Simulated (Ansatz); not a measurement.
Total energies of CH$_{4}$ClF$_{2}$NSi (`CN[Si](F)(F)Cl`).

```xyz
10

C     0.246    0.227    1.390
N     0.026   -0.596    0.218
Si   -0.188   -0.063   -1.352
F     1.112    0.524   -2.037
F    -0.629   -1.301   -2.225
Cl   -1.565    1.419   -1.473
H     1.286    0.196    1.730
H     0.002    1.266    1.163
H    -0.400   -0.084    2.215
H     0.110   -1.588    0.371
```

The species carries charge 0 and has multiplicity 1. The structure was optimised at the PBE0-D4/def2-TZVP level. It is one conformer, not always the lowest. Basis def2-TZVPP, Ansatz 0.2.0.

RPA on PBE orbitals: Hartree–Fock energy of these orbitals -1042.27556 Eh, correlation -1.84785 Eh (frozen core).

```
             functional  energy without D4 (Eh)  D4 term (kJ/mol)
            LDA (SPW92)             -1040.29590                 –
                    PBE             -1044.37190             -24.5
                 revPBE             -1044.76626             -73.9
                   BLYP             -1044.95991             -54.0
                 r2SCAN             -1044.83636              -6.0
                 B97M-V             -1044.75358                 –
                   PBE0             -1044.44957             -20.8
                  B3LYP             -1045.06047             -39.7
                r2SCANh             -1044.81896              -6.4
                r2SCAN0             -1044.79418              -7.1
HSE06 (plane-wave form)             -1044.42232             -19.3
                  BHLYP             -1044.90280             -30.4
              CAM-B3LYP             -1044.96120             -21.1
                LC-ωPBE             -1044.64539                 –
                ωB97X-V             -1044.81632                 –
                ωB97M-V             -1044.90117                 –
                 B2PLYP             -1044.59667                 –
               PBE-QIDH             -1044.25402                 –
```

B3LYP takes the VWN-RPA correlation (the form of Gaussian; ORCA's B3LYP/G). HSE06 is the plane-wave form, built on full-range PBE exchange. The double hybrids freeze the cores in their second-order part.

LC-ωPBE has ω = 0.4 bohr⁻¹.
